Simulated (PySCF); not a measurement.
Bonds: Ti1-O2 1.569 Å, Ti1-Cl3 2.213 Å, Ti1-Cl4 2.214 Å.

Geometry: PBE0-D3(BJ)/def2-SVP; GIAO shifts from PySCF 2.14.0 with density-fitted response routines, gas phase, non-relativistic, averaged over equivalent atoms.

At PBE/pcSseg-1 (pcSseg-2 on Ti) (138 basis functions, 9.2 s wall time on 1 thread of an x86-64 server CPU, shared host):
| atoms | δ (ppm) |
| --- | --- |
| Ti1 | -327.5 |
| O2 | 1193.9 |
| Cl3/Cl4 | 726.9 |

References, each an isolated molecule treated in the same way: $^{49}$Ti (-987.14 ppm) vs TiCl4; H2O for $^{17}$O (334.63 ppm); $^{35}$Cl (933.68 ppm) vs HCl.

**Question.** Estimate the result of repeating the calculation with B3LYP/pcSseg-1 (pcSseg-2 on Ti).

**Answer.** 
```csv
atoms,δ at B3LYP/pcSseg-1 (pcSseg-2 on Ti),change
Ti1,-373.8,-46.3
O2,1369.4,+175.5
Cl3/Cl4,667.1,-59.8
```

Scale: $^{49}$Ti (σref -1001.30) against TiCl4; H2O for $^{17}$O (σref 334.04); $^{35}$Cl (σref 930.46) vs HCl (reference shieldings calculated alike).

The largest change is at O2 (oxygen bonded to Ti). Cost: 138 basis functions, 6.5 s wall time on 1 thread of an x86-64 server CPU, shared host.

Unscaled 17O shifts of doubly bonded oxygen tend to come out too high, by tens of ppm or more. Experimental scales use liquid or dissolved standards, which lie at an offset from isolated H2O (liquid H2O: subtract about 36 ppm).
